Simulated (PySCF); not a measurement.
Species: C₃H₅BClN.
Structure used (PBE0-D3(BJ)/def2-SVP), in Å, numbered top down from 1:
```xyz
11
C3H5BClN angstrom
C     -1.6524    1.2767   -1.1030
C     -1.0616    0.8581   -0.1302
C     -0.3103    0.3234    0.9909
B      0.8636   -0.6551    0.5618
N      1.1482   -0.9302   -0.7643
Cl     1.8379   -1.4103    1.8465
H     -2.1960    1.6613   -1.9456
H      0.1262    1.1428    1.5893
H     -0.9788   -0.2176    1.6837
H      1.8895   -1.5495   -1.0621
H      0.5981   -0.5125   -1.5071
```

The closed-shell ground state was solved at several levels (PySCF, density fitting, gas phase, non-relativistic).

```json
{"level": "OPBE/pcSseg-2", "basis functions": "293", "HOMO (eV)": "-6.46", "LUMO (eV)": "-0.49", "gap (eV)": "5.97", "dipole (D)": "1.81"}
{"level": "B3LYP/cc-pVTZ", "basis functions": "254", "HOMO (eV)": "-7.42", "LUMO (eV)": "0.31", "gap (eV)": "7.73", "dipole (D)": "1.86"}
{"level": "HF/pcSseg-2", "basis functions": "293", "HOMO (eV)": "-10.46", "LUMO (eV)": "2.59", "gap (eV)": "13.05", "dipole (D)": "1.94"}
{"level": "PBE0/6-311+G(2d,p)", "basis functions": "200", "HOMO (eV)": "-7.73", "LUMO (eV)": "-0.06", "gap (eV)": "7.67", "dipole (D)": "1.82"}
{"level": "PBE0/6-31G", "basis functions": "68", "HOMO (eV)": "-7.54", "LUMO (eV)": "0.78", "gap (eV)": "8.32", "dipole (D)": "2.47"}
{"level": "B3LYP/def2-TZVP", "basis functions": "222", "HOMO (eV)": "-7.45", "LUMO (eV)": "0.25", "gap (eV)": "7.70", "dipole (D)": "1.80"}
```

(1) What might B3LYP/pcSseg-2 (293 basis functions) give for the same quantities?

(2) Over all these levels, which gives the widest orbital gap and which the narrowest?

(3) How much does the basis alone move the frontier levels among the 3 B3LYP rows (the withheld one included)?

(4) In the pcSseg-2 basis, how does the gap go with the fixed share of exact exchange?

(5) How far do the dipole and the HOMO energy spread over the levels?

Answers

(1) HOMO -7.49 eV, LUMO 0.15 eV, gap 7.64 eV, dipole 1.85 D.

(2) HF/pcSseg-2 (Hartree–Fock, all exact exchange) has the widest, 13.05 eV, and OPBE/pcSseg-2 (GGA) the narrowest, 5.97 eV. The two share the basis. From the narrowest to the widest the HOMO moves by -4.00 eV and the LUMO by +3.08 eV.

(3) The HOMO by 0.07 eV and the LUMO by 0.16 eV. By rising basis size (HOMO, LUMO in eV): def2-TZVP -7.45, 0.25; cc-pVTZ -7.42, 0.31; pcSseg-2 -7.49, 0.15.

(4) OPBE (0 %) 5.97 eV; B3LYP (20 %) 7.64 eV; HF (100 %) 13.05 eV. Each rise in the share widens the gap here.

(5) The dipole runs from 1.80 to 2.47 D (mean 1.94 D) and the HOMO from -10.46 to -6.46 eV.

One conformer stands for the species.
